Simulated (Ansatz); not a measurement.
Cs3H3⁺. Charge 1, multiplicity 2. Geometry PBE0-D4/def2-TZVP.

```xyz
6

Cs   -1.3502   -0.4624    6.1738
Cs    1.2409   -1.0073    1.0143
Cs    1.1831    0.1845   -4.1815
H    -1.4344    0.9853   -0.5096
H    -0.8401    0.6962   -0.8704
H     1.2006   -0.3963   -1.6266
```

In the def2 sets Cs takes a core potential; there is no spin–orbit coupling. HSE06 is defined as in plane-wave codes, on full-range PBE exchange. In the doublet, H4 and H5 lie 0.75 Å apart (atoms count from 1), so H2 has formed as a molecule. The structure comes from a short search, and lower isomers may exist.

**Question.** Estimate the α-spin orbital energies around the gap (eV) in Ansatz with PBE-D4/def2-SVP, PBE-D4/def2-TZVP, PBE0-D4/def2-SVP, HSE06-D4/def2-TZVP, ωB97X-V/def2-TZVP.

**Answer.** 
| orbital | PBE-D4/def2-SVP | PBE-D4/def2-TZVP | PBE0-D4/def2-SVP | HSE06-D4/def2-TZVP | ωB97X-V/def2-TZVP |
| --- | --- | --- | --- | --- | --- |
| HOMO−5 | -15.71 | -15.65 | -17.09 | -16.64 | -19.52 |
| HOMO−4 | -15.70 | -15.65 | -17.09 | -16.64 | -19.50 |
| HOMO−3 | -15.47 | -15.43 | -16.86 | -16.43 | -19.32 |
| HOMO−2 | -12.53 | -12.61 | -14.13 | -13.79 | -16.91 |
| HOMO−1 | -6.61 | -6.73 | -7.56 | -7.31 | -9.89 |
| HOMO | -4.62 | -4.61 | -4.99 | -4.67 | -6.04 |
| LUMO | -3.76 | -3.73 | -3.22 | -3.48 | -2.01 |
| LUMO+1 | -3.57 | -3.57 | -3.10 | -3.40 | -1.91 |
| LUMO+2 | -3.00 | -3.05 | -2.63 | -2.93 | -1.59 |
| LUMO+3 | -2.99 | -3.05 | -2.60 | -2.91 | -1.52 |
| LUMO+4 | -2.70 | -2.78 | -2.27 | -2.60 | -1.30 |
| LUMO+5 | -2.58 | -2.69 | -2.16 | -2.47 | -1.26 |
| β HOMO | -6.59 | -6.72 | -7.54 | -7.29 | -9.87 |
| β LUMO | -4.09 | -4.06 | -3.54 | -3.81 | -2.00 |
